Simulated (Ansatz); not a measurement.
Cost and result for the atomization energy of `CC(S)[SiH2]F` (12 atoms, 11 bonds).

```xyz
12

C    -1.3166   -0.2433    0.6445
C    -0.1819   -0.5075   -0.3273
S     1.0047   -1.7696    0.2425
Si    0.9225    0.9403   -0.7442
F     0.0486    2.2057   -1.2099
H    -1.8578   -1.1629    0.8780
H    -0.9415    0.1711    1.5840
H    -2.0205    0.4786    0.2211
H    -0.5680   -0.9323   -1.2599
H     1.4093   -1.1184    1.3466
H     1.6626    1.3451    0.4775
H     1.8386    0.5932   -1.8530
```

Charge 0, multiplicity 1. All single points use the PBE0-D4/def2-TZVP geometry. It is one conformer, not always the lowest. Program: Ansatz. All runs use 4 threads of an Arm Neoverse V1 on a shared host. Times are those of one run each, without the atoms' runs, and a repeat can differ threefold. Electronic energies, without spin–orbit coupling; frozen cores. CCSD(T)/CBS adds CCSD(T) − MP2 in def2-TZVPP to the MP2 limit, and its time is that of the two runs behind it. T1 = 0.011. HSE06 is the plane-wave form, built on full-range PBE exchange.

CCSD(T)/CBS is a level of theory with its own doubt, some kJ/mol a heavy atom from the limit and from the frozen cores, so smaller differences don't rank the functionals.

```json
{"level": "LDA (SPW92)/def2-TZVPP", "functions": "275", "wall time": "1.6 s"}
{"level": "PBE-D4/def2-TZVPP (with forces)", "functions": "275", "wall time": "3.2 s"}
{"level": "PBE0-D4/def2-TZVPP", "functions": "275", "wall time": "3.8 s"}
{"level": "HSE06-D4/def2-TZVPP", "functions": "275", "wall time": "4.1 s"}
{"level": "CAM-B3LYP-D4/def2-TZVPP", "functions": "275", "wall time": "4.3 s"}
{"level": "r2SCAN-D4/def2-TZVPP (with forces)", "functions": "275", "wall time": "6 s"}
{"level": "CCSD(T)/def2-SVP", "functions": "113", "wall time": "6 s"}
{"level": "r2SCANh-D4/def2-TZVPP", "functions": "275", "wall time": "6.5 s"}
{"level": "PBE-QIDH/def2-TZVPP", "functions": "275", "wall time": "7 s"}
{"level": "B97M-V/def2-TZVPP", "functions": "275", "wall time": "12 s"}
{"level": "MP2/def2-QZVPP", "functions": "521", "wall time": "28 s"}
{"level": "CCSD(T)/def2-TZVPP", "functions": "275", "wall time": "3.6 min"}
{"level": "CCSD(T)/CBS(def2)", "functions": "–", "wall time": "4 min"}
```

Q: What atomization energy does each give, and how far from CCSD(T)/CBS? (Best estimate.)

A: Computed: 
| level | atomization (kJ/mol) | difference from CCSD(T)/CBS | per bond |
| --- | --- | --- | --- |
| LDA (SPW92)/def2-TZVPP | 4922.5 | 570.3 | 51.8 |
| PBE-D4/def2-TZVPP (with forces) | 4390.9 | 38.7 | 3.5 |
| PBE0-D4/def2-TZVPP | 4337.0 | -15.2 | -1.4 |
| HSE06-D4/def2-TZVPP | 4339.3 | -12.9 | -1.2 |
| CAM-B3LYP-D4/def2-TZVPP | 4351.9 | -0.3 | 0.0 |
| r2SCAN-D4/def2-TZVPP (with forces) | 4350.5 | -1.7 | -0.2 |
| CCSD(T)/def2-SVP | 4089.2 | -263.0 | -23.9 |
| r2SCANh-D4/def2-TZVPP | 4329.4 | -22.8 | -2.1 |
| PBE-QIDH/def2-TZVPP | 4317.1 | -35.1 | -3.2 |
| B97M-V/def2-TZVPP | 4356.6 | 4.4 | 0.4 |
| MP2/def2-QZVPP | 4360.9 | 8.7 | 0.8 |
| CCSD(T)/def2-TZVPP | 4240.1 | -112.1 | -10.2 |
| CCSD(T)/CBS(def2) | 4352.2 | 0.0 | 0.0 |

From PBE to PBE0 (25 % exact exchange), in def2-TZVPP and without D4, the atomization energy moves by −49.6 kJ/mol: exact exchange takes away binding that semilocal exchange gives to molecules. In def2-TZVPP, CCSD(T) changes the Hartree–Fock value by +1002.8 kJ/mol (the triples alone add +56.5 kJ/mol) and MP2 by +1056.9 kJ/mol; breaking electron pairs costs correlation energy, which Hartree–Fock lacks. At CCSD(T), def2-SVP lies −263.0 kJ/mol from the extrapolated value and def2-TZVPP −112.0 kJ/mol: correlation converges slowly with the basis, and small sets miss more of it in the bonded molecule than in its fragments.
